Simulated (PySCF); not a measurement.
## Dipole response of Cr⁺ (chromium, charge +1)

[Ar] 3d5, high-spin 6S determinant. Computed with PySCF 2.14 in aug-cc-pwCVTZ, with the non-relativistic Hamiltonian (point nucleus). Coupled (time-dependent) response in atomic units; α is the mean over directions.

```
method  mean α (bohr³)  C₆ (like pair)  S(−4)
revPBE           14.03           52.35  276.5
```

S(−4) is the Cauchy moment in α(ω) = α(0) + S(−4) ω² + …

α(iu) at revPBE:

```csv
u (hartree),α(iu) (bohr³)
0,14.03
0.0500,13.39
0.100,11.91
0.200,8.967
0.300,7.078
0.500,5.031
0.750,3.657
1.00,2.814
1.50,1.847
2.00,1.319
3.00,0.7733
5.00,0.3616
```

A single London oscillator, α(iu) = α/(1 + u²/ω²), gives C₆ = (3/4) ω α². Matching the computed C₆ needs ω = 4 × 52.35 / (3 × 14.03²) = 0.355 hartree.

For an ion, C₆ is the dispersion term alone; charge-induced terms of lower order in 1/R come first.
